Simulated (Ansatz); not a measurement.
Consider the hydrogenolysis of the Si–Cl bond: `N/C=C/[SiH2]Cl` + H₂ → `N/C=C/[SiH3]` + HCl.

Isolated molecules relaxed with PBE0-D4/def2-TZVP in Ansatz; ΔE leaves out vibrations. CBS: MP2 limit from def2 TZ/QZ plus the TZ coupled-cluster correction, frozen cores. This one scheme is used for every species. Double bonds are as drawn, so ΔE can hold a change between cis and trans. Each species was taken in one conformer, which may not be the lowest.

```tsv
species	CCSD(T)/CBS(def2) energy (Eh)
`N/C=C/[SiH2]Cl`	-883.31266
H₂	-1.17544
`N/C=C/[SiH3]`	-424.07389
HCl	-460.38127
```

Q: Work out ΔE.

A: ΔE = (-424.07389) + (-460.38127) − (-883.31266) − (-1.17544) = 0.03294 Eh = +86.5 kJ/mol.

Largest T1 diagnostic among the species: 0.012.

The D4 term adds +7.0 kJ/mol with B3LYP and +3.8 kJ/mol with PBE0; it sums over pairs of atoms, weighted by their polarisabilities, and B3LYP, whose exchange is more repulsive, gets the larger term. In def2-TZVPP, CCSD(T) changes the Hartree–Fock value by +5.6 kJ/mol (the triples alone add +3.2 kJ/mol) and MP2 by +16.8 kJ/mol.

B3LYP here is the variant with VWN-RPA as its local correlation; programs differ in this.
